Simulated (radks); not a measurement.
Question: Ti4+, configuration [Ar]. Calculated with a radial shooting solver on a logarithmic mesh with Libxc functionals: Dirac Kohn-Sham, PBE, spin-unpolarised, spherical densities, finite nucleus; Fermi nuclear charge, rms radius 3.5921 fm.

Spin-orbit splittings of the eigenvalues, e(l+1/2) - e(l-1/2), with zeta = 2 splitting/(2l+1) and mean radii in bohr:

| shell | occ. | splitting (eV) | zeta (eV) | <r> j=l-1/2 | <r> j=l+1/2 |
|---|---|---|---|---|---|
| 2p | 6 | ? | ? | 0.2880 | 0.2907 |
| 3p | 6 | 0.7340 | 0.4893 | 1.022 | 1.029 |

Estimate the 2p splitting.

Answer: 5.767 eV (zeta = 3.844 eV).
